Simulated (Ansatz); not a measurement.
`CSB(Cl)Cl` + HCl → `ClB(Cl)Cl` + CH₃SH at 400 K and 1 bar (ligand exchange at a B–S bond).

Gas-phase electronic energies from Ansatz, PBE0-D4/def2-TZVP geometries. CCSD(T)/CBS is the MP2 limit (def2-TZVPP, def2-QZVPP) plus CCSD(T) − MP2 in def2-TZVPP, frozen cores. This one scheme is used for every species. One conformer a species, not always the lowest.

```csv
species,CCSD(T)/CBS energy (Eh),H − E (kJ/mol),S (J/(mol·K))
`CSB(Cl)Cl`,-1382.09730,150.9,377.5
HCl,-460.38127,29.6,195.4
`ClB(Cl)Cl`,-1404.24732,41.0,308.8
CH₃SH,-438.22835,138.7,269.4
```

H − E and S are ideal-gas, rigid-rotor, harmonic terms from PBE0-D4/def2-TZVP, for one conformer and one mirror image of each species. 1 Eh = 2625.50 kJ/mol, R = 8.31446 J/(mol·K).

Question: By hand: ΔE, ΔH, ΔS and ΔG.

Answer: ΔE = (-1404.24732) + (-438.22835) − (-1382.09730) − (-460.38127) = 0.00290 Eh = 7.6 kJ/mol. Δ(H − E) = 41.0 + 138.7 − 150.9 − 29.6 = -0.8, so ΔH = 6.8 kJ/mol. ΔS = 308.8 + 269.4 − 377.5 − 195.4 = 5.3 J/(mol·K). ΔG = 6.8 − 400 × (5.3)/1000 = 4.7 kJ/mol.

Question: By hand: the equilibrium constant, and the temperature at which ΔG would vanish if ΔH and ΔS stayed fixed.

Answer: log₁₀ K = −ΔG/(RT ln 10) = -0.6. ΔG = 0 at ΔH/ΔS = 1283 K, though so small a ΔH makes that figure unsure.

The number of gas molecules stays the same, so ΔS is small and ΔH decides. The sign of ΔG lies within the doubt. A doubt of 5 kJ/mol in ΔE shifts log₁₀ K by 0.7 here. Other conformers and mirror images would add mixing entropy, several J/(mol·K) or more a flexible species. These are equilibria of isolated gas molecules and say nothing of rates. Largest T1 diagnostic: 0.012 (customary marks: 0.02 for closed shells, 0.045 for open ones).
